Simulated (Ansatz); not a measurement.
`BC(=C)C` + `C=N` → `C=NC(=C)C` + BH₃  (substitution at a C–B bond)

Isolated molecules relaxed with PBE0-D4/def2-TZVP in Ansatz; ΔE leaves out vibrations. CCSD(T)/CBS is the MP2 limit (def2-TZVPP, def2-QZVPP) plus CCSD(T) − MP2 in def2-TZVPP, frozen cores. This one scheme is used for every species. Functionals use def2-TZVPP. B3LYP here is the variant with VWN-RPA as its local correlation; programs differ in this. One conformer a species, not always the lowest.

```json
{"level": "PBE-D4", "ΔE (kJ/mol)": "50.3", "difference from CCSD(T)/CBS": "-2.8"}
{"level": "r2SCAN-D4", "ΔE (kJ/mol)": "48.4", "difference from CCSD(T)/CBS": "-4.7"}
{"level": "PBE0-D4", "ΔE (kJ/mol)": "50.5", "difference from CCSD(T)/CBS": "-2.6"}
{"level": "ωB97M-V", "ΔE (kJ/mol)": "52.3", "difference from CCSD(T)/CBS": "-0.8"}
{"level": "PBE", "ΔE (kJ/mol)": "52.9", "difference from CCSD(T)/CBS": "-0.2"}
{"level": "r2SCAN", "ΔE (kJ/mol)": "49.2", "difference from CCSD(T)/CBS": "-3.9"}
{"level": "PBE0", "ΔE (kJ/mol)": "52.7", "difference from CCSD(T)/CBS": "-0.4"}
{"level": "B3LYP", "ΔE (kJ/mol)": "53.1", "difference from CCSD(T)/CBS": "0.0"}
{"level": "HF/def2-TZVPP", "ΔE (kJ/mol)": "51.3", "difference from CCSD(T)/CBS": "-1.8"}
{"level": "MP2/def2-TZVPP", "ΔE (kJ/mol)": "47.9", "difference from CCSD(T)/CBS": "-5.2"}
{"level": "SCS-MP2/def2-TZVPP", "ΔE (kJ/mol)": "48.7", "difference from CCSD(T)/CBS": "-4.4"}
{"level": "CCSD/def2-TZVPP", "ΔE (kJ/mol)": "53.0", "difference from CCSD(T)/CBS": "-0.1"}
{"level": "CCSD(T)/def2-TZVPP", "ΔE (kJ/mol)": "52.1", "difference from CCSD(T)/CBS": "-1.0"}
{"level": "SCS-MP2/def2-QZVPP", "ΔE (kJ/mol)": "49.6", "difference from CCSD(T)/CBS": "-3.5"}
{"level": "HF/CBS(def2)", "ΔE (kJ/mol)": "51.4", "difference from CCSD(T)/CBS": "-1.7"}
{"level": "MP2/CBS(def2)", "ΔE (kJ/mol)": "48.9", "difference from CCSD(T)/CBS": "-4.2"}
{"level": "CCSD(T)/CBS", "ΔE (kJ/mol)": "53.1", "difference from CCSD(T)/CBS": "0"}
```

Largest T1 diagnostic among the species: 0.012.

The D4 term adds −3.9 kJ/mol with B3LYP and −2.2 kJ/mol with PBE0; it sums over pairs of atoms, weighted by their polarisabilities, and B3LYP, whose exchange is more repulsive, gets the larger term.
